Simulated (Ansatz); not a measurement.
Compare A (`OCN[SiH3]`) with its isomer B (`C[SiH](N)O`).

Isolated molecules relaxed with PBE0-D4/def2-TZVP in Ansatz; ΔE leaves out vibrations. CCSD(T)/CBS is the MP2 limit (def2-TZVPP, def2-QZVPP) plus CCSD(T) − MP2 in def2-TZVPP, frozen cores. DFT in def2-TZVPP. B3LYP here is the variant with VWN-RPA as its local correlation; programs differ in this. Each species was taken in one conformer, which may not be the lowest.

A:

Z-matrix (Å, degrees):
```
C
N 1 1.432
O 1 1.405 2 112.6
H 1 1.100 2 107.8 3 123.0
H 1 1.095 2 112.6 3 -118.2
Si 2 1.720 1 124.6 3 -131.5
H 2 1.009 1 113.6 3 66.4
H 3 0.962 1 107.2 2 51.8
H 6 1.492 2 115.2 1 -74.4
H 6 1.487 2 108.0 1 45.4
H 6 1.485 2 107.6 1 165.3
```

B:

Z-matrix (Å, degrees):
```
C
Si 1 1.862
H 1 1.092 2 110.2
H 1 1.094 2 111.2 3 119.4
H 1 1.093 2 111.4 3 -119.9
N 2 1.716 1 106.8 3 175.6
O 2 1.649 1 113.3 3 54.6
H 2 1.487 1 110.5 3 -59.5
H 6 1.006 2 120.4 1 21.4
H 6 1.007 2 121.6 1 170.4
H 7 0.959 2 115.6 1 73.3
```

Question: Which is lower in electronic energy at CCSD(T)/CBS, and by how much? (Best estimate.)

Answer: Computed: B, by 257.2 kJ/mol.

Question: Give E(B) − E(A) in kJ/mol with BLYP-D4, CCSD(T)/def2-TZVPP, MP2/def2-TZVPP, B3LYP-D4, B3LYP, CCSD(T)/def2-SVP, ωB97M-V. (Estimate.)

Answer: Ansatz gave: BLYP-D4 -241.3, CCSD(T)/def2-TZVPP -250.1, MP2/def2-TZVPP -261.4, B3LYP-D4 -246.8, B3LYP -245.4, CCSD(T)/def2-SVP -205.4, ωB97M-V -253.7. None reverses the order clearly.

Question: Does the order hold for the free energy at 298.15 K (harmonic terms from PBE0-D4)? (Best estimate.)

Answer: Computed: Yes: G(B) − G(A) = -253.5 kJ/mol, for one conformer each.

Largest T1 diagnostic: 0.011.

In def2-TZVPP, CCSD(T) changes the Hartree–Fock value by −4.4 kJ/mol (the triples alone add +0.8 kJ/mol) and MP2 by −15.7 kJ/mol. At CCSD(T), def2-SVP lies +51.8 kJ/mol from the extrapolated value and def2-TZVPP +7.1 kJ/mol.
